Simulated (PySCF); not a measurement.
Cl3Si, charge +1, multiplicity 1. Atoms are numbered in the order given.

```xyz
4

Cl     1.9733     0.0000     0.0000
Si     0.0000     0.0000     0.0000
Cl    -0.9866    -1.7089     0.0000
Cl    -0.9866     1.7089     0.0000
```
Charge +1, spin multiplicity 1.

Coordinates come from a B3LYP-D3(BJ)/def2-SVP optimisation. The spin state was assumed, not searched. The isomer is the one that the SMILES or the coordinates give; other isomers of the formula were not compared.

Method: M06-2X/def2-TZVPD (PySCF).

Gas-phase values at a fixed geometry.

```json
{
 "total_energy": "-1669.89951 hartree",
 "point_group": "D3h",
 "highest_occupied_level": "-16.79 eV",
 "lowest_empty_level": "-7.56 eV",
 "orbital_gap": "9.23 eV",
 "dipole_moment_about_the_centre_of_nuclear_charge": "0.00 D",
 "mean_static_polarisability": "57.0 bohr³ (8.45 Å³)",
 "polarisability_principal_values": "40.9, 65.1, 65.1 bohr³"
}
```
